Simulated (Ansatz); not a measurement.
Reaction (redistribution): `[SiH3][SiH2]C[SeH]` + `[NH2][AlH][O]C[SiH3]` → `[NH2][AlH][O][SiH2][SiH3]` + `[SiH3]CC[SeH]`

Computed with Ansatz on PBE0-D4/def2-TZVP structures; ΔE is electronic, products minus reactants. CCSD(T)/CBS adds triple-zeta CCSD(T) − MP2 to the extrapolated MP2 energy (def2 sets, frozen cores). Functionals use def2-TZVPP. B3LYP here is the variant with VWN-RPA as its local correlation; programs differ in this. For Se outer-core shells are correlated without core-valence functions, which leaves a few kJ/mol of doubt a bond. Scalar relativity is left out up to krypton. Each species was taken in one conformer, which may not be the lowest.

```json
{"level": "PBE-D4", "ΔE (kcal/mol)": "-38.1", "difference from CCSD(T)/CBS": "4.6"}
{"level": "r2SCAN-D4", "ΔE (kcal/mol)": "-41.6", "difference from CCSD(T)/CBS": "1.1"}
{"level": "ωB97M-V", "ΔE (kcal/mol)": "-41.1", "difference from CCSD(T)/CBS": "1.6"}
{"level": "B2PLYP", "ΔE (kcal/mol)": "-42.8", "difference from CCSD(T)/CBS": "-0.1"}
{"level": "r2SCAN", "ΔE (kcal/mol)": "-41.7", "difference from CCSD(T)/CBS": "1.0"}
{"level": "PBE0", "ΔE (kcal/mol)": "-40.4", "difference from CCSD(T)/CBS": "2.3"}
{"level": "B3LYP", "ΔE (kcal/mol)": "-42.0", "difference from CCSD(T)/CBS": "0.7"}
{"level": "HF/def2-TZVPP", "ΔE (kcal/mol)": "-46.2", "difference from CCSD(T)/CBS": "-3.5"}
{"level": "SCS-MP2/def2-TZVPP", "ΔE (kcal/mol)": "-43.9", "difference from CCSD(T)/CBS": "-1.2"}
{"level": "CCSD/def2-TZVPP", "ΔE (kcal/mol)": "-43.2", "difference from CCSD(T)/CBS": "-0.5"}
{"level": "CCSD(T)/def2-TZVPP", "ΔE (kcal/mol)": "-42.4", "difference from CCSD(T)/CBS": "0.3"}
{"level": "HF/def2-QZVPP", "ΔE (kcal/mol)": "-46.6", "difference from CCSD(T)/CBS": "-3.9"}
{"level": "MP2/def2-QZVPP", "ΔE (kcal/mol)": "-44.1", "difference from CCSD(T)/CBS": "-1.4"}
{"level": "SCS-MP2/def2-QZVPP", "ΔE (kcal/mol)": "-44.2", "difference from CCSD(T)/CBS": "-1.5"}
{"level": "HF/CBS(def2)", "ΔE (kcal/mol)": "-46.7", "difference from CCSD(T)/CBS": "-4.0"}
{"level": "MP2/CBS(def2)", "ΔE (kcal/mol)": "-44.1", "difference from CCSD(T)/CBS": "-1.4"}
{"level": "CCSD(T)/CBS", "ΔE (kcal/mol)": "-42.7", "difference from CCSD(T)/CBS": "0"}
```

Largest T1 diagnostic among the species: 0.012.

The D4 term adds +0.8 kcal/mol with B3LYP and +0.4 kcal/mol with PBE0; it sums over pairs of atoms, weighted by their polarisabilities, and B3LYP, whose exchange is more repulsive, gets the larger term. From PBE to PBE0 (25 % exact exchange), in def2-TZVPP and without D4, ΔE moves by −1.9 kcal/mol.

CCSD(T)/CBS has its own doubt, a few kJ/mol and more with outer-core shells, so smaller differences from it don't rank the levels.
